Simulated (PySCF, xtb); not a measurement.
RuO4, SMILES [O]=[Ru](=[O])(=[O])=[O], multiplicity 1.

GFN2-xTB (xtb) at its own geometry gives an orbital gap of 3.78 eV and a dipole moment of 0.00 D.

Coordinates come from a B3LYP-D3(BJ)/def2-SVP optimisation. The multiplicity is an assumed one; other spin states were not compared. The isomer is the one that the SMILES or the coordinates give; other isomers of the formula were not compared. The def2 effective core potentials stand for the cores of Ru; spin–orbit coupling is left out.

Problem. What does PBE/def2-TZVPD (PySCF) give? (An estimate is asked for; the answer gives what the named calculation found.)

Solution. gap 3.29 eV (levels -8.89 and -5.60 eV), dipole 0.00 D.
